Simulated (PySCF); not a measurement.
A series of related molecules.

All values: PBE0/pcSseg-1 (PySCF) at GFN2-xTB geometries, gas phase, one conformer each.

Problem. Rank by LUMO energy, highest first.
A. `C([C@@](C#C)(C=O)C[SiH3])=C`
B. `C=C[C@@](C=O)(C[SiH3])C(=C)C`
C. `C=CC(C=O)(C[SiH3])C[SiH3]`

Solution. B (-0.97 eV), C (-1.14 eV), A (-1.42 eV).

Problem. Rank by the lowest Hirshfeld charge on any atom, lowest value first.
A. `C(=O)[C@@](C(C)=C)(C[SiH3])C=C`
B. `C=C[C@](C=O)(CC)C[SiH3]`
C. `C=C[C@](C=O)(C[SiH3])C1CC1`
D. `C=C[C@@](C=O)(C[SiH3])O[SiH3]`

Solution. B (-0.211 e), A (-0.201 e), D (-0.190 e), C (-0.160 e).

Problem. Rank by the highest IAO charge on any atom, lowest value first.
A. `C#C[C@](C=C)(C=O)C[SiH3]`
B. `C=C[C@](C=O)(CC)C[SiH3]`
C. `C=C[C@@](C=O)(C[SiH3])O[SiH3]`
D. `[H]/N=C/[C@](C=C)(C=O)C[SiH3]`

Solution. B (+0.583 e), A (+0.606 e), D (+0.625 e), C (+0.845 e).

All values together:

| SMILES | change | formula | μ (D) | HOMO (eV) | LUMO (eV) | lowest IAO charge (e) | highest IAO charge (e) | lowest Hirshfeld charge (e) | highest Hirshfeld charge (e) |
| --- | --- | --- | --- | --- | --- | --- | --- | --- | --- |
| C=C[C@@H](C=O)C[SiH3] | parent | C5H10OSi | 2.64 | -7.43 | -1.10 | -0.533 (C) | +0.601 (Si) | -0.200 (O) | +0.307 (Si) |
| C=C[C@](C=O)(C[SiH3])C1CC1 | H on C replaced by cPr | C8H14OSi | 3.57 | -7.48 | -1.13 | -0.535 (C) | +0.611 (Si) | -0.160 (O/C) | +0.274 (Si) |
| C#C[C@](C=C)(C=O)C[SiH3] | H on C replaced by ethynyl | C7H10OSi | 3.07 | -7.59 | -1.42 | -0.529 (C) | +0.606 (Si) | -0.157 (O) | +0.279 (Si) |
| C=CC(C=O)(C[SiH3])C[SiH3] | H on C replaced by CH2SiH3 | C6H14OSi2 | 2.45 | -7.32 | -1.14 | -0.533 (C) | +0.588 (Si) | -0.211 (O) | +0.313 (Si) |
| [H]/N=C/[C@](C=C)(C=O)C[SiH3] | H on C replaced by CH=NH | C6H11NOSi | 2.37 | -7.40 | -1.11 | -0.531 (C) | +0.625 (Si) | -0.219 (O) | +0.258 (Si) |
| C=C[C@@](C=O)(C[SiH3])OC | H on C replaced by OCH3 | C6H12O2Si | 3.37 | -7.52 | -1.30 | -0.555 (C) | +0.612 (Si) | -0.166 (C) | +0.279 (Si) |
| C=C[C@](C=O)(CC)C[SiH3] | H on C replaced by C2H5 | C7H14OSi | 2.72 | -7.25 | -1.05 | -0.534 (C) | +0.583 (Si) | -0.211 (O) | +0.312 (Si) |
| C=C[C@@](C=O)(C[SiH3])C(=C)C | H on C replaced by isopropenyl | C8H14OSi | 2.55 | -7.35 | -0.97 | -0.522 (C) | +0.591 (Si) | -0.201 (O) | +0.305 (Si) |
| C=C[C@](C=O)(C[SiH3])C(C)=O | H on C replaced by COCH3 | C7H12O2Si | 3.43 | -7.36 | -1.33 | -0.534 (C) | +0.612 (Si) | -0.220 (O) | +0.278 (Si) |
| C=C[C@@](F)(C=O)C[SiH3] | H on C replaced by F | C5H9FOSi | 1.51 | -7.85 | -1.52 | -0.548 (C) | +0.609 (Si) | -0.167 (C) | +0.287 (Si) |
| C=C[C@](C=O)(C[SiH3])C(F)F | H on C replaced by CHF2 | C6H10F2OSi | 3.03 | -7.65 | -1.05 | -0.530 (C) | +0.595 (Si) | -0.194 (O) | +0.290 (Si) |
| C=C[C@@](C=O)(C[SiH3])O[SiH3] | H on C replaced by OSiH3 | C5H12O2Si2 | 2.96 | -7.59 | -1.50 | -0.629 (O) | +0.845 (Si) | -0.190 (O) | +0.335 (Si) |

Conformers: `[CH2:1]=[CH:2][C@@H:3]([CH:4]=[O:5])[CH2:6][SiH3:7]` with C1–C2–C3–C4 111°, C2–C3–C4–O5 120°, C2–C3–C6–Si7 171°; `[CH2:1]=[CH:2][C@:3]([CH:4]=[O:5])([CH2:6][SiH3:7])[CH:8]1[CH2:9][CH2:10]1` with C1–C2–C3–C4 150°, C2–C3–C4–O5 -147°, C2–C3–C6–Si7 160°, C2–C3–C8–C9 43°; `[CH:1]#[C:2][C@:3]([CH:4]=[CH2:5])([CH:6]=[O:7])[CH2:8][SiH3:9]` with C2–C3–C4–C5 -29°, C2–C3–C6–O7 -147°, C2–C3–C8–Si9 160°; `[CH2:1]=[CH:2][C:3]([CH:4]=[O:5])([CH2:6][SiH3:7])[CH2:8][SiH3:9]` with C1–C2–C3–C4 105°, C2–C3–C4–O5 96°, C2–C3–C6–Si7 63°, C2–C3–C8–Si9 179°; `[H]/[N:5]=[CH:4]/[C@:3]([CH:2]=[CH2:1])([CH:6]=[O:7])[CH2:8][SiH3:9]` with C1–C2–C3–C4 7°, C2–C3–C4–N5 -101°, C2–C3–C6–O7 -132°, C2–C3–C8–Si9 80°; `[CH2:1]=[CH:2][C@@:3]([CH:4]=[O:5])([CH2:6][SiH3:7])[O:8][CH3:9]` with C1–C2–C3–C4 82°, C2–C3–C4–O5 88°, C2–C3–C6–Si7 -74°, C2–C3–O8–C9 -69°; `[CH2:1]=[CH:2][C@:3]([CH:4]=[O:5])([CH2:6][CH3:7])[CH2:8][SiH3:9]` with C1–C2–C3–C4 -105°, C2–C3–C4–O5 -98°, C2–C3–C6–C7 -65°, C2–C3–C8–Si9 180°; `[CH2:1]=[CH:2][C@@:3]([CH:4]=[O:5])([CH2:6][SiH3:7])[C:8](=[CH2:9])[CH3:10]` with C1–C2–C3–C4 169°, C2–C3–C4–O5 3°, C2–C3–C6–Si7 -56°, C2–C3–C8–C9 -120°; `[CH2:1]=[CH:2][C@:3]([CH:4]=[O:5])([CH2:6][SiH3:7])[C:8]([CH3:9])=[O:10]` with C1–C2–C3–C4 -77°, C2–C3–C4–O5 -95°, C2–C3–C6–Si7 74°, C2–C3–C8–C9 70°; `[CH2:1]=[CH:2][C@@:3]([F:4])([CH:5]=[O:6])[CH2:7][SiH3:8]` with C1–C2–C3–F4 -80°, C2–C3–C5–O6 82°, C2–C3–C7–Si8 -69°; `[CH2:1]=[CH:2][C@:3]([CH:4]=[O:5])([CH2:6][SiH3:7])[CH:8]([F:9])[F:10]` with C1–C2–C3–C4 46°, C2–C3–C4–O5 -103°, C2–C3–C6–Si7 -179°, C2–C3–C8–F9 -168°; `[CH2:1]=[CH:2][C@@:3]([CH:4]=[O:5])([CH2:6][SiH3:7])[O:8][SiH3:9]` with C1–C2–C3–C4 120°, C2–C3–C4–O5 -110°, C2–C3–C6–Si7 169°, C2–C3–O8–Si9 96°.

Problem. Give the shifts from the parent, `C=C[C@@H](C=O)C[SiH3]`.

Solution. 
| SMILES | change in μ (D) | change in HOMO (eV) | change in LUMO (eV) |
| --- | --- | --- | --- |
| C=C[C@](C=O)(C[SiH3])C1CC1 | +0.93 | -0.05 | -0.03 |
| C#C[C@](C=C)(C=O)C[SiH3] | +0.43 | -0.16 | -0.32 |
| C=CC(C=O)(C[SiH3])C[SiH3] | -0.19 | +0.11 | -0.04 |
| [H]/N=C/[C@](C=C)(C=O)C[SiH3] | -0.27 | +0.03 | -0.01 |
| C=C[C@@](C=O)(C[SiH3])OC | +0.73 | -0.09 | -0.20 |
| C=C[C@](C=O)(CC)C[SiH3] | +0.08 | +0.18 | +0.05 |
| C=C[C@@](C=O)(C[SiH3])C(=C)C | -0.09 | +0.08 | +0.13 |
| C=C[C@](C=O)(C[SiH3])C(C)=O | +0.79 | +0.07 | -0.23 |
| C=C[C@@](F)(C=O)C[SiH3] | -1.13 | -0.42 | -0.42 |
| C=C[C@](C=O)(C[SiH3])C(F)F | +0.39 | -0.22 | +0.05 |
| C=C[C@@](C=O)(C[SiH3])O[SiH3] | +0.32 | -0.16 | -0.40 |
